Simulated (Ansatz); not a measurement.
```yaml
crystal:
  periodic: [true, true, true]
  atoms:
    - {symbol: F, position_ang: [1.389448, 0.152211, 0.731535]}
    - {symbol: Si, position_ang: [0.342536, -0.443110, -0.263784]}
    - {symbol: F, position_ang: [-0.806199, -1.214163, 0.605326]}
    - {symbol: Br, position_ang: [-0.862419, 1.318787, -1.301020]}
basis:
  gaussian: {orbitals: ANO-RCC-VTZP, fitting: {mean_field: cc-pVTZ-jkfit}, final_grid: {core_spheres: 5, valence_spheres: 4, degree: 11}}
magnetization: {spin_polarized: true, initial_magnetization: 1}
hamiltonian: {xc: {name: SVWN5}}
scf: {lower_state_search: light}
```

```sh
$ ansatz run in.yaml --threads 4 --pin off --events-out ev --progress --plain --max-ram 10444MiB
```

It prints (some lines left out):

```
Error: YAML parse error: error: line 2 column 3: crystal: missing field `lattice` (a structure is typed as `lattice` and `atoms`, a molecule's as `atoms` in Å alone, or read from a run's directory, `checkpoint`)
 --> <input>:2:3
1 | crystal:
2 |   periodic: [true, true, true]
3 |   atoms:
4 |     - {symbol: F, position_ang: [1.389448, 0.152211, 0.731535]}
```

What is wrong with this run?

The molecule is marked periodic without a cell. The input was rejected before any iteration.
